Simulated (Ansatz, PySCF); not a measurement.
SbCl3, SMILES [Cl][Sb]([Cl])[Cl]. Atoms are numbered in the order given.

```xyz
4

Sb     0.0000    -0.0001     0.5630
Cl    -1.7914    -1.0342    -0.6011
Cl     0.0000     2.0684    -0.6012
Cl     1.7914    -1.0342    -0.6011
```

The structure is a stationary point at r2SCAN-D4/def2-SVP. The isomer is the one that the SMILES or the coordinates give; other isomers of the formula were not compared. The def2 effective core potentials stand for the cores of Sb; spin–orbit coupling is left out.

Two levels are set side by side: PBE-D3(BJ)/def2-SVP (Ansatz, a quantum-chemistry and plane-wave program) and r2SCAN-D4/def2-SVP (Ansatz). Each level has its own optimised geometry; the coordinates shown are those of the second. Frequencies come from the Hessian of PySCF at each geometry. Differences are taken from unrounded values.

```csv
quantity,r2SCAN-D4,PBE-D3(BJ),PBE-D3(BJ) minus r2SCAN-D4
mean bond length (Å),2.374,2.390,0.016
bond Sb1–Cl2 (Å),2.374,2.390,0.016
bond Sb1–Cl3 (Å),2.374,2.390,0.016
bond Sb1–Cl4 (Å),2.374,2.390,0.016
highest harmonic wavenumber (cm⁻¹),376,363,-14
mean harmonic wavenumber (cm⁻¹),246,236,-10
zero-point energy (kcal/mol),2.11,2.02,-0.09
```
